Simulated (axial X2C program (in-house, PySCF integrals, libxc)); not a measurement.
Potential curves of RuF, 2c

Calculated with an in-house relativistic program for diatomic molecules. Two-component (2c) means X2C with spin–orbit coupling and atomic mean-field two-electron Coulomb and Gaunt terms. Basis: Ru dyall-cv3z [12s12p8d5f3g], F dyall-av3z [7s6p3d2f] (cores contracted in-house); Gaussian nuclei, density fitting, unrestricted open shells. Masses: Ru 101.904 u, F 18.998 u.

State: Ω = 9/2 (⟨Sz⟩ = 1.52, ⟨Lz⟩ = 2.98 at PBE0). Energies in eV from the lowest point of each curve. Fits are polynomials in 1 − R0/R over 0.85 to 1.23 times the lowest point R0.

| R (Å) | PBE0 | B97-3 |
| --- | --- | --- |
| 1.6591 | 0.8701 | 0.9553 |
| 1.7354 | 0.3458 | 0.4041 |
| 1.7926 | 0.1306 | 0.1692 |
| 1.8498 | 0.0248 | 0.0438 |
| 1.9070 | 0.0000 | 0.0000 |
| 1.9737 | 0.0451 | 0.0239 |
| 2.0405 | 0.1466 | 0.1052 |
| 2.1263 | 0.3311 | 0.2660 |
| 2.2312 | 0.6047 | 0.5139 |
| 2.3838 | 1.0401 | 0.9188 |

The state is one determinant whose occupation by symmetry is held fixed; it was picked as the lowest of a PBE0 search that is not exhaustive. Density functionals use the spin component along the axis (collinear). PBE0 can misorder states that lie within some tenths of an eV, so this need not be the ground state of the molecule. The nearest other spin-free determinant of the search, M_S = 3/2, Λ = 2, lies 0.02 eV up at the distance of the search. Without a current term, density functionals place determinants with orbital angular momentum somewhat too high. With several unpaired electrons one determinant need not be a pure state. A state of lower Ω lies just above, and one determinant can place such states too high, so the state shown need not be the lowest. The search has Ω = 7/2 only 0.09 eV up.

Task: Fit the PBE0 curve near its minimum: give the equilibrium distance and the harmonic wavenumber.

Result: At PBE0, 2c: Re = 1.899 Å, ωe ≈ 566 cm⁻¹; Be follows as 0.292 cm⁻¹.

Task: What are Re and ωe at the B97-3 level?

Result: At B97-3, 2c: Re = 1.917 Å, ωe ≈ 542 cm⁻¹; Be follows as 0.286 cm⁻¹.
